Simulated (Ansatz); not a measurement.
Relaxation of H7NSeSi2 (11 atoms, charge 0, multiplicity 1), to a largest force component of 0.015 eV/Å in at most 40 steps.

All numbers below come from RKS PBE/def2-SVP (Ansatz 0.2.0).

```xyz
11
Properties=species:S:1:pos:R:3
N -0.138 2.397 -0.964
Si -0.379 0.739 -0.452
Se 1.585 -0.031 0.329
Si 0.755 -2.053 0.783
H 0.062 2.986 -0.141
H -1.130 2.783 -1.284
H -1.363 0.669 0.615
H -0.762 -0.062 -1.601
H 1.702 -2.940 1.404
H 0.165 -2.648 -0.435
H -0.432 -1.897 1.767
```

Q: Where does it end, and by what steps?

A: The run ended unconverged. The force dipped under the threshold on the way, but the program's further checks kept it going. After 39 steps the energy has fallen by 0.564 eV; Se3 moved furthest, 1.70 Å.

```tsv
step	energy less start (eV)	largest force component (eV/Å)	accepted
0	0.0000	2.298	yes
2	-0.3857	0.433	yes
4	-0.4623	0.257	yes
6	-0.4902	0.455	yes
8	-0.4380	1.698	no
10	-0.5184	0.298	no
12	-0.5231	0.010	yes
14	-0.5235	0.035	yes
16	-0.5243	0.039	yes
18	-0.5247	0.026	yes
20	-0.5255	0.072	yes
22	-0.5271	0.117	yes
24	-0.5293	0.090	yes
26	-0.5343	0.140	yes
28	-0.5347	0.233	no
30	-0.5448	0.146	yes
32	-0.5529	0.216	yes
34	-0.5544	0.258	no
36	-0.5623	0.069	yes
38	-0.5632	0.068	yes
39	-0.5637	0.030	yes
```

```xyz
11
Properties=species:S:1:pos:R:3
N -0.533 2.033 -0.197
Si -0.580 0.590 -1.170
Se 1.234 -0.877 -1.101
Si 0.770 -1.684 1.000
H -0.656 1.938 0.815
H 0.210 2.712 -0.389
H -1.808 -0.168 -0.750
H -0.618 1.003 -2.612
H 1.978 -2.451 1.458
H -0.431 -2.592 0.995
H 0.499 -0.562 1.972
```

Time of the run: 90 s on 2 threads of Arm Neoverse V1, on a shared host, peak memory 0.17 GiB.
